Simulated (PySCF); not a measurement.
C2H2F3, SMILES FC[C](F)F, multiplicity 2. The structure is a stationary point at B3LYP-D3(BJ)/def2-SVP. The isomer is the one that the SMILES or the coordinates give; other isomers of the formula were not compared. Other conformers were not sampled.

All values below come from PySCF with B3LYP-D3(BJ)/def2-SVP.

Harmonic wavenumbers (cm⁻¹): 100, 203, 365, 530, 704, 852, 980, 1025, 1232, 1338, 1347, 1428, 1460, 3063, 3126. Rotational constants (GHz): 7.991, 3.984, 3.204; symmetry number 1.

**Question.** Work out the zero-point energy and the ideal-gas rigid-rotor harmonic-oscillator thermochemistry at 298.15 K and 1 atm.

**Answer.** ZPE = ½ Σ hcν = ½ × 17752 cm⁻¹ = 25.38 kcal/mol. H − E(el) = 29.09 kcal/mol. Entropy in cal/(mol K): translation 39.16, rotation 25.56, vibration 8.01, spin 1.38, total 74.11. G − E(el) = 6.99 kcal/mol. Cp = 17.23 cal/(mol K). Modes under 150 cm⁻¹ make the vibrational entropy uncertain.
